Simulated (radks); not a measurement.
All-electron atom: Ni18+ in [Ne].

All-electron calculation, scalar-relativistic Kohn-Sham, r2SCAN, spin-unpolarised, spherical densities, finite nucleus; meta-GGA in the generalised Kohn-Sham scheme; Fermi nuclear charge, rms radius 3.7757 fm. Program: a radial shooting solver on a logarithmic mesh with Libxc functionals.

Energy parts (eV):
part                      energy
total                 -36751.093
kinetic                37328.748
electron-nucleus      -79944.931
Hartree                 7080.782
exchange-correlation   -1215.691

Orbitals (lengths in bohr, moments of r in powers of bohr; r(90%) holds 90 % of the orbital's charge):
\begin{tabular}{lrrrrr}
orbital & occ. & eigenvalue (eV) & <r^4> & r(90%) & <1/r> \\ \hline
1s & 2 & -8921.428 & 0.00003978 & 0.0965 & 28.10 \\
2s & 2 & -1635.863 & 0.007834 & 0.370 & 6.190 \\
2p & 6 & -1501.423 & 0.005741 & 0.343 & 6.057 \\
\end{tabular}

The highest occupied level is 2p at -1501.4 eV. The electron density at the nucleus is 1.958e+04 e/bohr^3 (large components only). For comparison, the ionisation energy in NIST's Atomic Spectra Database is 1540.1 eV (measured). In exact Kohn-Sham theory the highest level is minus the ionisation energy, but local and semilocal functionals leave it too shallow, through self-interaction and a potential that decays too fast; potentials with the right tail come closer. The density falls to 0.001 e/bohr^3 at r = 0.82 bohr.
